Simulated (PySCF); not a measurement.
**Stationary points of TaO2**

These are results of PBE in PySCF with Ta def2-TZVP with ECP60, O def2-TZVP; scalar-relativistic core potentials, no spin–orbit coupling; density-fitted integrals, not measurements.

Relaxations began from a few typed shapes; open shells are unrestricted. The search is not exhaustive: other isomers or separated fragments can lie lower, and high-lying points may rest on an excited occupation.

Question: Which is the lowest minimum found?
A. doublet C2v: Ta–O 1.738 Å (×2); O–Ta–O 104.6°
B. doublet (⟨S²⟩ 1.27) D∞h: Ta–O 1.818 Å (×2); O–Ta–O 180.0°

Answer: A. The others lie at 308.6 (doublet D∞h, a saddle point) kJ/mol above it.

Formally Ta is in oxidation state +4, d1, with 1 unpaired electron. The Mulliken spin on Ta is 1.18. The polar-tensor charge on Ta, 1.34, is far below the formal one.

For the lowest minimum: with open d or f shells other occupations or spin states may lie lower. No spin–orbit coupling is included, which matters more the heavier the element.

The electron or spin density has lower symmetry than the nuclear frame for the doublet (⟨S²⟩ 1.27) D∞h at 308.6 kJ/mol.
